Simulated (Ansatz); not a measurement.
Mulliken charges of `[F][Hf]([F])([SH])[Cl]` from PBE/def2-TZVPP in Ansatz (PBE0-D4/def2-TZVP geometry).

| atom | x (Å) | y (Å) | z (Å) | charge (e) |
| --- | --- | --- | --- | --- |
| F1 | -0.571 | -1.671 | -0.920 | -0.273 |
| Hf2 | 0.396 | -0.147 | -0.362 | 0.911 |
| F3 | 2.241 | -0.509 | -0.196 | -0.268 |
| S4 | -0.399 | 0.495 | 1.843 | -0.268 |
| Cl5 | 0.040 | 1.573 | -1.905 | -0.229 |
| H6 | -1.666 | 0.196 | 1.493 | 0.126 |

Problem. By hand: the dipole of these point charges (1 e Å = 4.8032 D).

Solution. Σ q r = (-0.196, -0.010, 0.104) e Å, of length 0.222 e Å = 1.07 D.

Problem. How does the dipole of the full density compare? (An estimate is asked.)

Solution. Ansatz gave: (-0.138, -0.042, 0.051) e Å, 0.73 D; the point charges give 1.47 times that, at 15° from its direction.

Point charges leave out the atoms' own dipoles, such as those of lone pairs, and Mulliken's split depends on the basis, so the two needn't agree.
